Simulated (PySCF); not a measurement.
## Working out the ionisation energy of Br²⁺

Br²⁺ [Ar] 3d10 4s2 4p3 (4S) → Br³⁺ [Ar] 3d10 4s2 4p2 (3P). All numbers are calculated (PySCF 2.14, the spin-free X2C one-electron Hamiltonian (Gaussian nucleus), in x2c-SVPall). Frozen: [Ar] 3d10. Energies in hartree (1 hartree = 27.21139 eV):

```
            part  Br²⁺ (lower)  Br³⁺ (upper)
             UHF  -2602.815354  -2601.543591
CCSD correlation     -0.076651     -0.065024
             (T)     -0.000766     -0.000615
```

Question: What does Hartree-Fock give?

Answer: (-2601.543591) − (-2602.815354) = 1.271763 hartree = 34.606 eV.

Question: What do CCSD and CCSD(T) give?

Answer: The CCSD correlation energies differ by 0.011627 hartree = 0.316 eV and the triples by 0.000151 hartree = 0.004 eV, so CCSD gives 34.922 eV and CCSD(T) 34.926 eV.

Reference: 34.871 ± 0.019 eV (measured; NIST Atomic Spectra Database, ionization energies), between the lowest levels; spin-orbit coupling is absent from the calculation.

A double-zeta basis recovers only part of the correlation energy.

What remains against the reference includes basis incompleteness, the frozen core and higher excitations.
